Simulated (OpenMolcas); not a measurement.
C I: effect of the IPEA shift

```json
{
  "Program": "OpenMolcas",
  "Basis": "ANO-L-VTZP [4s3p2d1f]",
  "Scalar Hamiltonian": "non-relativistic, point nucleus",
  "Active space": "2 electrons in 3 orbitals (2p)",
  "State averaging": "2S+1 = 3 even, 3 roots; 2S+1 = 1 even, 6 roots",
  "Spin-orbit coupling": "state interaction with AMFI integrals over the reference wave functions, term energies averaged over their components"
}
```

Methods on the same reference wave functions:
A. CASSCF
B. SS-CASPT2, IPEA 0 Eh, imaginary shift 0.1 Eh (closed shells correlated: 1s 2s)
C. SS-CASPT2, IPEA 0.25 Eh, imaginary shift 0.1 Eh (closed shells correlated: 1s 2s)

Energies in cm⁻¹ above 2s² 2p² ³P₀, the measured ground level; measured values from NIST Handbook of Basic Atomic Spectroscopic Data.

```json
{"Level": "2s² 2p² ³P₀", "A": "0.0", "B": "0.0", "C": "0.0", "Measured": "0.0"}
{"Level": "2s² 2p² ³P₁", "A": "15.6", "B": "15.6", "C": "15.6", "Measured": "16.4"}
{"Level": "2s² 2p² ³P₂", "A": "46.5", "B": "46.5", "C": "46.5", "Measured": "43.4"}
{"Level": "2s² 2p² ¹D₂", "A": "12664", "B": "10700", "C": "10480", "Measured": "10193"}
{"Level": "2s² 2p² ¹S₀", "A": "31044", "B": "23610", "C": "23630", "Measured": "21648"}
```

Deviations, from unrounded energies. A percentage is the sum of absolute deviations over the sum of measured energies, with the sign that they share, or ± where signs differ.

```json
{"Against measurement": "mean absolute deviation (cm-1)", "Levels": "4", "A": "3000", "B": "620", "C": "570"}
{"Against measurement": "fine structure of the ground term (%)", "Levels": "2", "A": "±6.6", "B": "±6.6", "C": "±6.6"}
{"Against measurement": "other terms of the ground configuration (%)", "Levels": "2", "A": "+37.3", "B": "+7.7", "C": "+7.1"}
```

C lies closest to measurement on these levels and A furthest from it. The largest miss of C in the table is 2s² 2p² ¹S₀, by +2000 cm-1. The ranking rests on the paired levels alone, and a cruder setting can come out closer through cancelling errors.

Between B and C the level of the table that moves most is 2s² 2p² ¹D₂, by 220 cm-1 (lowest in C, highest in B). Moves below CASPT2's spread within the term are not significant.

The mean deviations of B to C differ by less than CASPT2's widest spread within a term (150 cm-1), so their order carries little weight.

From A to B the spin-free energies of the other terms of 2s² 2p² shown, above ³P, scale by factors of 0.76 to 0.84.

The lowest spin-free term lies below A's lowest term by 0.079 hartree in B, 0.073 hartree in C.

CASPT2 does not keep the components of a term degenerate, so their means are used; among the terms shown or strongly mixed into the levels shown the widest spread is 150 cm-1 (2s² 2p² ¹D, C). With the s shell closed, the reference lacks s² → p² mixing. Without dynamic correlation excited terms often stand tens of per cent too high (terms of higher spin than the ground term too low), and those without a measured partner can miss by more than the paired ones (holds for A). Measured partners are found by configuration, term and J. A level has none where our copy of the source lacks it or the pairing is in doubt (some pairs that miss far off the trend of their configuration count as doubtful), and it then counts in no deviation. Only configurations of the active space appear.
